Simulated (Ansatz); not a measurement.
Start from `[F][GeH2][SH]` and change one element to get `[F][SnH2][SH]`.

Ansatz, PBE0-D4/def2-TZVP geometries, multiplicity 1. Each molecule was computed in one conformer, which needn't be the lowest.

Elements past krypton have def2 core potentials. Scalar relativity is left out up to krypton.

```json
{"property": "HOMO–LUMO gap (PBE0/def2-TZVPP) / eV", "`[F][GeH2][SH]`": "7.83"}
{"property": "HOMO energy (PBE/def2-TZVPP) / eV", "`[F][GeH2][SH]`": "-6.69"}
{"property": "HOMO–LUMO gap (B3LYP/def2-TZVPP) / eV", "`[F][GeH2][SH]`": "7.24"}
{"property": "LUMO energy (PBE/def2-TZVPP) / eV", "`[F][GeH2][SH]`": "-1.10"}
{"property": "HOMO energy (B3LYP/def2-TZVPP) / eV", "`[F][GeH2][SH]`": "-7.69"}
{"property": "size of the dipole moment (B3LYP/def2-TZVPP) / D", "`[F][GeH2][SH]`": "1.94"}
```

(1) Give the same properties after the change, and the shifts. (Estimate.)

Answers

(1) The calculation gave: 
```tsv
property	`[F][SnH2][SH]`	shift
HOMO–LUMO gap (PBE0/def2-TZVPP) / eV	6.98	-0.85
HOMO energy (PBE/def2-TZVPP) / eV	-6.63	0.06
HOMO–LUMO gap (B3LYP/def2-TZVPP) / eV	6.40	-0.84
LUMO energy (PBE/def2-TZVPP) / eV	-1.84	-0.74
HOMO energy (B3LYP/def2-TZVPP) / eV	-7.63	0.06
size of the dipole moment (B3LYP/def2-TZVPP) / D	2.53	0.59
```

With PBE0 the HOMO rises by 0.06 eV and the LUMO falls by 0.78 eV, so the gap narrows by about 0.84 eV. PBE moves the HOMO by 0.06 eV and ωB97M-V by 0.07 eV. Dipoles are sizes alone; their direction can turn.

B3LYP here is the variant with VWN-RPA as its local correlation; programs differ in this.
